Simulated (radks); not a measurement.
The numbers below are computed, except where a source is named.
The iodine ion I2+ inside a hard spherical wall (all orbitals vanish at R), configuration held at [Kr] 4d10 5s2 5p3 and not refilled when levels cross. Level of theory: scalar-relativistic Kohn-Sham, r2SCAN, spin-unpolarised, spherical densities, finite nucleus; meta-GGA in the generalised Kohn-Sham scheme; Fermi nuclear charge, rms radius 4.75 fm (a radial shooting solver on a logarithmic mesh with Libxc functionals). Eigenvalues in eV, with the zero of energy where the potential of the charges vanishes at infinity; a dash marks a level that is unbound or too diffuse for the functional's potential to be trusted. A positive occupied level is held by the wall or, in an anion where self-interaction has pushed it up, behind a barrier. The pressure on the wall is -dE/dV.

| R (bohr) | E (hartree) | kinetic (hartree) | e(4p) | e(4d) | e(5s) | e(5p) | e(5d, empty) | e(6s, empty) | pressure (GPa) |
|---|---|---|---|---|---|---|---|---|---|
| free | -7115.95482 | 7469.314 | -151.26 | -71.813 | -36.572 | -24.692 | -10.094 | -9.613 | 0 |
| 12 | -7115.95482 | 7469.314 | -151.26 | -71.813 | -36.572 | -24.692 | -10.093 | -9.609 | < 0.0001 |
| 10 | -7115.95482 | 7469.314 | -151.26 | -71.813 | -36.572 | -24.692 | -10.088 | -9.570 | < 0.0001 |
| 7 | -7115.95456 | 7469.318 | -151.25 | -71.800 | -36.562 | -24.681 | -9.899 | -8.657 | 0.0283 |
| 5 | -7115.93374 | 7469.515 | -150.72 | -71.285 | -36.178 | -24.196 | -8.090 | -2.743 | 4.17 |
| 2.5 | -7112.32091 | 7485.739 | -132.17 | -53.537 | -12.069 | 7.206 | 41.305 | 115.16 | 3000 |
| 1.5 | -7070.36441 | 7631.932 | -57.204 | 27.306 | 184.73 | 227.08 | 289.93 | 634.52 | 143000 |
